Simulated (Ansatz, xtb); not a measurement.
# Ranking isomers of GeH2NSi

4 gas-phase structures of GeH2NSi, found in a search over its isomers (lower ones may exist). Each was relaxed with GFN2-xTB:

A. a doublet given by its coordinates
B. `[H]/[Ge]=[N]/[SiH]`, a doublet
C. a doublet given by its coordinates
D. `[SiH][N]=[GeH]`, a doublet

A (Å):

```yaml
atoms:
  - { symbol: Ge, position_ang: [-0.8582, 2.3443, 1.1365] }
  - { symbol: N, position_ang: [-0.6383, 1.0142, 0.1078] }
  - { symbol: Si, position_ang: [-0.4279, -0.3222, -0.8421] }
  - { symbol: H, position_ang: [-1.5294, -0.8511, -1.6236] }
  - { symbol: H, position_ang: [0.9017, -0.8449, -1.0936] }
```

Close contacts (Å): Ge1–N2 1.70, N2–Si3 1.65, Si3–H4 1.45, Si3–H5 1.45.

C (Å):

| atom | x (Å) | y (Å) | z (Å) |
| --- | --- | --- | --- |
| Ge | -1.5529 | 1.3971 | 0.6232 |
| N | 0.8292 | -1.1093 | -1.1738 |
| Si | -0.0341 | -0.0643 | -0.3093 |
| H | -2.3017 | 0.0270 | 1.1393 |
| H | 1.6948 | -1.6065 | -1.0566 |

Close contacts (Å): Ge1–Si3 2.30, N2–Si3 1.61, Ge1–H4 1.64, N2–H5 1.00.

Problem. Which do you expect lowest at r2SCAN-D4/def2-SVP, and how would the others follow?

Solution. Calculated order at r2SCAN-D4/def2-SVP: A (0.000), C (0.915), B (1.374), D (1.393) eV. Less than 1 kcal/mol parts B and D, so the order within that pair means little.

Energies above the lowest of each column, in eV:

```csv
structure,GFN2-xTB,HF/STO-3G,r2SCAN-D4/def2-SVP
A,0.000,0.000,0.000
C,0.648,2.923,0.915
B,0.965,1.208,1.374
D,0.950,1.705,1.393
```

Every level run on A puts it lowest or level with the lowest. Some further structures that were screened fall inside this span and aren't listed. Flexible structures stand in one conformer each, not always the lowest. Frequencies (PBE0-D3(BJ)/def2-SVP) were run for A alone. Open shells are spin-unrestricted, some with notable spin contamination.

Over these structures GFN2-xTB departs from r2SCAN-D4/def2-SVP by 0.146 eV on average once a common shift is removed. A GFN2-xTB relaxation took about 0.093 s and the r2SCAN-D4/def2-SVP energy about 3.9 s on a shared host (Ansatz 0.2.0, xtb 6.7.1).
